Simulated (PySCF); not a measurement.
# Polarisability and C₆ of As⁺ (arsenic, charge +1)

[Ar] 3d10 4s2 4p2, high-spin 3P determinant. Computed with PySCF 2.14 in dyall-av3z, with the spin-free X2C one-electron Hamiltonian (Gaussian nucleus). Coupled (time-dependent) response in atomic units; α is the mean over directions.

```json
{"method": "PBE0", "mean α (bohr³)": "16.63", "α xx, yy, zz": "15.33, 17.28, 17.28", "C₆ (like pair)": "99.73", "S(−4)": "81.45"}
{"method": "TPSSh", "mean α (bohr³)": "16.68", "α xx, yy, zz": "15.36, 17.33, 17.33", "C₆ (like pair)": "100.9", "S(−4)": "80.82"}
```

S(−4) is the Cauchy moment in α(ω) = α(0) + S(−4) ω² + …

Spin-orbit coupling is absent.

α(iu) at TPSSh:

```
u (hartree)  α(iu) (bohr³)
          0          16.68
     0.0500          16.48
      0.100          15.91
      0.200          14.03
      0.300          11.79
      0.500          7.967
      0.750          5.020
       1.00          3.388
       1.50          1.837
       2.00          1.164
       3.00         0.6014
       5.00         0.2558
```

A single London oscillator, α(iu) = α/(1 + u²/ω²), gives C₆ = (3/4) ω α². Matching the computed C₆ needs ω = 4 × 100.9 / (3 × 16.68²) = 0.484 hartree.

For an ion, C₆ is the dispersion term alone; charge-induced terms of lower order in 1/R come first.

The components differ because the open shell of this determinant is not spherical; for a pure term their mean is the scalar polarisability.
